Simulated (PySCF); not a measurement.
A structure optimised at PBE-D3(BJ)/def2-SVP, used in a PySCF frequency run:

```xyz
10

C     -0.4147    -2.0884     0.0000
C      0.6225    -1.2256     0.0000
C      0.5376     0.2344     0.0000
C      1.6136     1.0540     0.0000
Cl    -1.0732     0.9351     0.0000
H     -1.4532    -1.7235     0.0000
H     -0.2463    -3.1752     0.0000
H      1.6569    -1.6103     0.0000
H      2.6242     0.6187     0.0000
H      1.5090     2.1471     0.0000
```
Charge 0, spin multiplicity 1.

Q: Write its SMILES, formula and point group.

A: C=CC(=C)Cl, C4H5Cl, Cs

Q: What are its rotational constants (standard atomic weights)?

A: 5.3149, 3.6891, 2.1776 GHz
